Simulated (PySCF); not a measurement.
A structure optimised at PBE-D3(BJ)/def2-SVP, used in a PySCF frequency run:

```
Ga
N 1 1.8129
H 2 1.0210 1 124.28
H 2 1.0213 3 112.70 1 180.00
H 1 1.5590 2 125.13 3 0.00
Br 1 2.3134 5 121.05 2 180.00
```

Task: Write its SMILES, formula and point group.

Result: [NH2][GaH][Br], BrGaH3N, Cs

Task: What are its rotational constants (standard atomic weights)?

Result: 13.922, 1.8627, 1.6429 GHz
